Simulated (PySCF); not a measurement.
Mo(O)2(OH)2 anion (H₂MoO₄), SMILES [Mo]([OH])(=[O])([OH])=[O] (connectivity only; charge and spin as stated), charge -1, multiplicity 2.

The structure is a stationary point at B3LYP-D3(BJ)/def2-SVPD. The spin state was assumed, not searched. The isomer is the one that the SMILES or the coordinates give; other isomers of the formula were not compared. The def2 effective core potentials stand for the cores of Mo; spin–orbit coupling is left out. Other conformers were not sampled.

The numbers are results of PBE0/def2-SVPD (PySCF), not measurements.

The molecule is in vacuum.

total energy: -369.96754 hartree
point group: C2v
α spin, highest occupied and lowest empty level: -0.50 and 3.54 eV
β spin, highest occupied and lowest empty level: -3.29 and 3.19 eV
dipole moment about the centre of nuclear charge: 0.13 D
mean static polarisability: 64.4 bohr³ (9.54 Å³)
polarisability, principal values: 61.3, 65.9, 65.9 bohr³
⟨S²⟩: 0.755 (pure state 0.75)
